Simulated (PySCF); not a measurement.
**Structure elucidation problem**

An unknown has the formula C₅H₇P₃. Its calculated NMR data are:

¹H NMR (400 MHz, computed): δ 11.03 (m, 1H), 3.50 (m, 6H).

¹³C{¹H} NMR (computed): δ 214.2 (C, 2C), 190.3 (CH), 32.0 (CH3, 2C).

Equivalent nuclei averaged, gas phase, non-relativistic, single conformer. Geometry from GFN2-xTB; PBE0/pcSseg-1 with gauge-including orbitals; PySCF.

Shifts are taken against calculated references (same method and geometry level): TMS for ¹H and ¹³C.

Question: Deduce the structure.

Answer: 
- 3 carbon signals for 5 carbons: some carbons are equivalent by symmetry or fast rotation.
- Carbon types of the structure: 2 × C, 1 × CH, 2 × CH3, which accounts for all hydrogens.
- δC 214.2: substituted aromatic carbon.
- δC 190.3: aromatic CH.
- δC 32.0: methyl carbon on an aromatic ring; saturated and bonded to C and H only.
- δH 11.03: hydrogen on an aromatic CH; it sits in the deshielding region of the aromatic ring current.
- δH 3.50: hydrogen on a methyl carbon on an aromatic ring.

The compound is SMILES Cc1pcpc(C)p1.

This is the structure that produced the data.

Splittings by ³¹P in the carbon and heteronuclear signals aren't shown, as no couplings were computed. Shifts are as computed. Against solution values, carbons near 30 ppm lie about +3 ppm off and those near 130 ppm about +5 ppm. Of 1211 compounds with measured shifts, 218 miss one by over three times the rms of a fit or turn the order of signals round; such compounds aren't used in these exercises. No couplings were computed; multiplicities are counted from neighbouring protons, with m where these are inequivalent, close in shift, in a saturated or five-membered ring or joined by F or P, and br s for small geminal =CH2 splittings.
